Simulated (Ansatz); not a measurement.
Molecule: sum formula H3SiO (charge 0, doublet). It need not be the lowest isomer of its formula. SMILES: O[SiH2]
Structure (B3LYP-D3(BJ)/def2-TZVP (Ansatz, a quantum-chemistry and plane-wave program) minimum search):
```xyz
5

Si    -0.5510    -0.0344    -0.1792
O      1.0248    -0.0911     0.3348
H     -1.3711    -0.1049     1.0565
H     -0.8291     1.2356    -0.9163
H      1.7163     0.0803    -0.3101
```
Charge 0, spin multiplicity 2.

Parts of the frozen-core correlation energy in cc-pV(D+d)Z (Ansatz, hartree). Frozen orbitals: 6; correlated occupied orbitals by spin: 7 and 6; virtual: 39 and 40. Open shells are spin-unrestricted. Spin-orbit coupling is left out. No relativistic terms.

```csv
term,value
reference (HF),-365.53988
MP2 opposite-spin,-0.21123
MP2 same-spin,-0.06430
CCSD correlation,-0.29950
(T),-0.00624
CCSDT minus CCSD(T),-0.00067
T1 diagnostic,0.015
largest doubles amplitude,0.025
<S^2> of the reference,0.754
```
